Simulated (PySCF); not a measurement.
Rows and methods have been separated. Pair them.

Species: CH4BNP2.
Structure used (PBE0-D3(BJ)/def2-SVP), in Å, numbered top down from 1:
```
atom  x, y, z in Å
N1     0.3983    2.8466    0.2463
C2     0.2187    1.7178    0.0371
B3    -0.0039    0.2170   -0.1935
P4     1.4003   -0.7604   -0.9961
P5    -1.7719   -0.4347   -0.0581
H6     1.2760   -2.0135   -0.3377
H7     2.5101   -0.2442   -0.2766
H8    -1.5510   -1.7201    0.5054
H9    -2.2023    0.2462    1.1116
```

The closed-shell ground state was solved 3 times with PySCF (density fitting, gas phase), always with PBE0, in these basis sets: 6-31G*, STO-3G and pcSseg-2.

```json
{"row": "P", "total energy (Eh)": "-802.3509", "HOMO (eV)": "-7.53", "LUMO (eV)": "-2.76", "dipole (D)": "3.63"}
{"row": "Q", "total energy (Eh)": "-802.4738", "HOMO (eV)": "-7.66", "LUMO (eV)": "-2.97", "dipole (D)": "3.77"}
{"row": "R", "total energy (Eh)": "-793.2023", "HOMO (eV)": "-4.60", "LUMO (eV)": "0.52", "dipole (D)": "3.62"}
```

Q: Which basis belongs to which row?

A: P = 6-31G*, Q = pcSseg-2, R = STO-3G. From the lowest total energy up: pcSseg-2 (250 functions) 0 eV; 6-31G* (86 functions) +3.34 eV; STO-3G (37 functions) +252.29 eV.

One conformer stands for the species.
